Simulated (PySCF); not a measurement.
# Computed properties of Si(F)(Me)3 (C₃H₉FSi), SMILES C[Si](C)(F)C

C₃H₉FSi, SMILES C[Si](C)(F)C. Geometry optimised at B3LYP-D3(BJ)/def2-SVP. One conformer was computed; it need not be the lowest. All values are computed for the isolated molecule unless a solvent is named; none is compared with measurement here.

**Structure.** The optimised structure has C3v symmetry. All 36 harmonic modes at B3LYP-D3(BJ)/def2-SVP (PySCF) are real, so it is a minimum. With heavy atoms numbered as in [CH3:1][Si:2]([CH3:3])([CH3:4])[F:5], the shortest bond between them is Si2–F5 at 1.645 Å and the longest C1–Si2 at 1.872 Å.

**Vibrations.** The strongest infrared lines (harmonic, unscaled, degenerate partners summed) lie at 865 cm⁻¹ (278 km/mol, H 54 %, Si 24 %, C 22 %), 924 cm⁻¹ (173 km/mol, Si 43 %, H 26 %, F 21 %, C 11 %), 1275 cm⁻¹ (88 km/mol, H 76 %, C 23 %). The softest mode is at 133 cm⁻¹ and the zero-point energy is 70.7 kcal/mol.

**Electronic structure.** M06-2X/def2-TZVP (PySCF) places the frontier levels at -9.85 and 1.43 eV, a gap of 11.28 eV, and gives a dipole moment of 1.97 D and a mean polarisability of 60.2 bohr³. PBE/def2-TZVP (PySCF) at the same geometry gives -7.23 and 0.10 eV, so its gap is 3.95 eV narrower. An orbital gap is neither the optical nor the fundamental gap.

**Excitations.** TDDFT-B3LYP/def2-SVPD (PySCF) has S1 at 7.72 eV (161 nm, f = 0.142, bright); the most intense of the 10 singlets computed lies at 7.72 eV (f = 0.14). Strengths of degenerate partners are summed. T1 (TDA) is at 7.56 eV. TDDFT-PBE/def2-SVPD (PySCF) puts S1 at 7.10 eV. No vertical singlet excitation falls in the visible range (under 3.1 eV).

**NMR.** GIAO shifts at B3LYP/pcSseg-1 (PySCF) (non-relativistic, atoms alike by connectivity averaged): ¹³C at 2.5 ppm against TMS; ¹H at 0.5 ppm against TMS; ²⁹Si at 40.0 ppm against TMS; ¹⁹F at -193.1 ppm against CFCl3.

**Solvation.** SMD-B3LYP/def2-SVP (PySCF) gives 1.5 kcal/mol in water, -2.7 kcal/mol in chloroform, -2.5 kcal/mol in acetonitrile (1 M in both phases, gas-phase geometry).
